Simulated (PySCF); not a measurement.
Electronic structure of Ni⁺ (nickel, charge +1) at the UHF level

Configuration: [Ar] 3d9, 2D determinant. Calculation: PySCF 2.14, in x2c-QZVPPall (11s7p6d4f2g, 108 functions); scalar relativity by spin-free X2C-1e.

- Total energy: -1518.834699 hartree
- One-electron energy: -2106.1127 hartree
- Hartree (Coulomb) energy: 649.7503 hartree
- Exchange energy: -62.4723 hartree
- ⟨S²⟩: 0.7531
- ⟨L²⟩: 6.022
- Sum of ⟨r⟩: 17.45 bohr
- Sum of ⟨r²⟩: 19.18 bohr²
- Traceless quadrupole moment −½Σ⟨3z² − r²⟩ along its main axis: -0.455 e·bohr²
- Langevin diamagnetic susceptibility: -15.2 ×10⁻⁶ cm³/mol

```csv
shell,electrons,mean orbital energy (hartree),spread (hartree),"rms radius, mean of both spins (bohr)"
1s α,1,-308.88869,0,0.0624
1s β,1,-308.88866,0,0.0624
2s α,1,-38.70623,0,0.265
2s β,1,-38.67088,0,0.265
2p α,3,-33.17143,0.03617,0.238
2p β,3,-33.13649,0.00124,0.238
3s α,1,-5.13377,0,0.801
3s β,1,-5.03525,0,0.801
3p α,3,-3.46355,0.07740,0.857
3p β,3,-3.34547,0.05437,0.857
3d α,5,-0.79026,0.09504,1.20
3d β,4,-0.73276,0.07507,1.20
```

Densities and radii are taken from the X2C orbitals without a picture-change correction, which distorts them close to the nucleus.

Spin-orbit constants ζ (cm⁻¹) from the X2C one-electron operator on these orbitals: bare nucleus, nucleus screened by l(l+1)(2l+1)/3 electrons, and screened by the Breit-Pauli mean field of the electrons.

```json
{"shell": "2p", "bare": "98550", "screened nucleus": "91510", "mean field": "n/a"}
{"shell": "3p", "bare": "11970", "screened nucleus": "11120", "mean field": "n/a"}
{"shell": "3d", "bare": "1079", "screened nucleus": "693.8", "mean field": "n/a"}
```

To first order the Landé constant is A = -693.8 cm⁻¹, so the lowest level has J = 5/2 and lies 0.0860 eV below the centre of the term.
